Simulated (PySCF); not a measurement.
CH5Cl2NZr, SMILES [CH3][Zr]([NH2])([Cl])[Cl], multiplicity 1. Heavy atoms are numbered as in [Zr:1]([Cl:2])([Cl:3])([NH2:4])[CH3:7]. Hydrogens are named by the atom that carries them.

The structure is a stationary point at PBE-D3(BJ)/def2-SVP. The multiplicity is an assumed one; no other spin state was optimised. The structure was generated by enumeration; whether it is a known compound was not checked. The def2 effective core potentials stand for the cores of Zr; spin–orbit coupling is left out. The values are those of a single conformer.

The numbers are results of PySCF with PBE/def2-TZVP, not measurements.

ESP charges are fitted to the potential on shells at 1.4 to 2.0 van der Waals radii. Atomic charges (e), one atom of each kind:

```
atom      Mulliken  ESP fit  Löwdin
--------  --------  -------  ------
Zr1           1.26     0.95   -0.02
Cl2          -0.37    -0.27    0.09
N4 (NH2)     -0.77    -1.01   -0.35
H on N4       0.25     0.39    0.16
C7 (CH3)     -0.71    -0.53   -0.54
H on C7       0.15     0.10    0.13
```
